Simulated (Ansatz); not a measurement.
WO₃. The state is a singlet with charge 0. Geometry PBE-D4/def2-TZVP.

Cartesian coordinates in Å:
```
W -0.464 0.179 0.056
O 0.632 1.358 -0.596
O -0.400 -1.186 -1.016
O 0.232 -0.352 1.556
```

In the def2 sets W takes a core potential; there is no spin–orbit coupling. The restricted singlet is unstable towards broken spin symmetry in Hartree–Fock (as tested in another run); at PBE-D4/def2-SVP, PBE-D4/def2-TZVP, r2SCAN-D4/def2-TZVP, B97M-V/def2-TZVP and others this wasn't settled.

(1) Estimate the orbital energies around the gap (eV) in Ansatz with PBE-D4/def2-SVP, PBE-D4/def2-TZVP, r2SCAN-D4/def2-TZVP, B97M-V/def2-TZVP, PBE0-D4/def2-SVP.

Results:

(1) 
```json
{"orbital": "HOMO−9", "PBE-D4/def2-SVP": "-22.32", "PBE-D4/def2-TZVP": "-22.77", "r2SCAN-D4/def2-TZVP": "-24.07", "B97M-V/def2-TZVP": "-24.90", "PBE0-D4/def2-SVP": "-25.33"}
{"orbital": "HOMO−8", "PBE-D4/def2-SVP": "-10.25", "PBE-D4/def2-TZVP": "-10.30", "r2SCAN-D4/def2-TZVP": "-10.70", "B97M-V/def2-TZVP": "-10.72", "PBE0-D4/def2-SVP": "-12.11"}
{"orbital": "HOMO−7", "PBE-D4/def2-SVP": "-10.25", "PBE-D4/def2-TZVP": "-10.30", "r2SCAN-D4/def2-TZVP": "-10.70", "B97M-V/def2-TZVP": "-10.72", "PBE0-D4/def2-SVP": "-12.11"}
{"orbital": "HOMO−6", "PBE-D4/def2-SVP": "-9.84", "PBE-D4/def2-TZVP": "-9.89", "r2SCAN-D4/def2-TZVP": "-10.24", "B97M-V/def2-TZVP": "-10.23", "PBE0-D4/def2-SVP": "-11.55"}
{"orbital": "HOMO−5", "PBE-D4/def2-SVP": "-9.84", "PBE-D4/def2-TZVP": "-9.89", "r2SCAN-D4/def2-TZVP": "-10.24", "B97M-V/def2-TZVP": "-10.23", "PBE0-D4/def2-SVP": "-11.49"}
{"orbital": "HOMO−4", "PBE-D4/def2-SVP": "-9.79", "PBE-D4/def2-TZVP": "-9.86", "r2SCAN-D4/def2-TZVP": "-10.23", "B97M-V/def2-TZVP": "-10.22", "PBE0-D4/def2-SVP": "-11.49"}
{"orbital": "HOMO−3", "PBE-D4/def2-SVP": "-8.52", "PBE-D4/def2-TZVP": "-8.62", "r2SCAN-D4/def2-TZVP": "-8.87", "B97M-V/def2-TZVP": "-8.87", "PBE0-D4/def2-SVP": "-9.97"}
{"orbital": "HOMO−2", "PBE-D4/def2-SVP": "-7.47", "PBE-D4/def2-TZVP": "-7.63", "r2SCAN-D4/def2-TZVP": "-7.94", "B97M-V/def2-TZVP": "-7.99", "PBE0-D4/def2-SVP": "-9.05"}
{"orbital": "HOMO−1", "PBE-D4/def2-SVP": "-7.47", "PBE-D4/def2-TZVP": "-7.63", "r2SCAN-D4/def2-TZVP": "-7.94", "B97M-V/def2-TZVP": "-7.99", "PBE0-D4/def2-SVP": "-9.05"}
{"orbital": "HOMO", "PBE-D4/def2-SVP": "-7.17", "PBE-D4/def2-TZVP": "-7.26", "r2SCAN-D4/def2-TZVP": "-7.59", "B97M-V/def2-TZVP": "-7.65", "PBE0-D4/def2-SVP": "-8.81"}
{"orbital": "LUMO", "PBE-D4/def2-SVP": "-5.28", "PBE-D4/def2-TZVP": "-5.52", "r2SCAN-D4/def2-TZVP": "-5.36", "B97M-V/def2-TZVP": "-5.56", "PBE0-D4/def2-SVP": "-4.69"}
{"orbital": "LUMO+1", "PBE-D4/def2-SVP": "-2.73", "PBE-D4/def2-TZVP": "-2.93", "r2SCAN-D4/def2-TZVP": "-2.82", "B97M-V/def2-TZVP": "-2.83", "PBE0-D4/def2-SVP": "-2.01"}
{"orbital": "LUMO+2", "PBE-D4/def2-SVP": "-2.73", "PBE-D4/def2-TZVP": "-2.93", "r2SCAN-D4/def2-TZVP": "-2.82", "B97M-V/def2-TZVP": "-2.83", "PBE0-D4/def2-SVP": "-2.01"}
{"orbital": "LUMO+3", "PBE-D4/def2-SVP": "-1.02", "PBE-D4/def2-TZVP": "-1.11", "r2SCAN-D4/def2-TZVP": "-0.79", "B97M-V/def2-TZVP": "-0.96", "PBE0-D4/def2-SVP": "-0.34"}
{"orbital": "LUMO+4", "PBE-D4/def2-SVP": "-0.32", "PBE-D4/def2-TZVP": "-0.55", "r2SCAN-D4/def2-TZVP": "-0.34", "B97M-V/def2-TZVP": "-0.35", "PBE0-D4/def2-SVP": "0.41"}
{"orbital": "LUMO+5", "PBE-D4/def2-SVP": "-0.31", "PBE-D4/def2-TZVP": "-0.55", "r2SCAN-D4/def2-TZVP": "-0.33", "B97M-V/def2-TZVP": "-0.35", "PBE0-D4/def2-SVP": "0.41"}
```
